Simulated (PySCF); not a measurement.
## How methods differ on the ionisation energy of Zn²⁺

Zn²⁺ [Ar] 3d10 (1S) → Zn³⁺ [Ar] 3d9 (2D), as a difference of total energies. Computed with PySCF 2.14 in x2c-TZVPPall with one added diffuse shell each of s, p, d, f type (7s6p5d3f1g, 80 functions), with scalar relativity by spin-free X2C-1e. Correlated levels: valence: [Ar] frozen; valence and next inner shell: [Ne] frozen. The calculations carry no spin-orbit coupling.

```csv
method,ionisation energy (eV),plus first-order spin-orbit estimate,error of that sum (eV)
UHF,36.976,36.838,-2.885
LDA,40.767,40.629,+0.906
PBE,40.120,39.982,+0.259
PBE0,39.634,39.496,-0.227
r2SCAN,39.653,39.514,-0.209
revPBE,39.958,39.820,+0.097
PBEsol,40.191,40.053,+0.330
wB97M-V,39.532,39.394,-0.329
PW91,40.206,40.067,+0.344
MP2 (valence),39.965,39.826,+0.103
SCS-MP2 (valence),39.604,39.465,-0.258
MP2 (valence and next inner shell),40.481,40.342,+0.619
SCS-MP2 (valence and next inner shell),40.013,39.874,+0.151
```

Reference: 39.723 eV (measured; NIST Atomic Spectra Database, ionization energies).

A first-order spin-orbit estimate (lowest level to lowest level, LS coupling) adds -0.138 eV.

Errors of the correlated levels include the incompleteness of this basis and the frozen core.
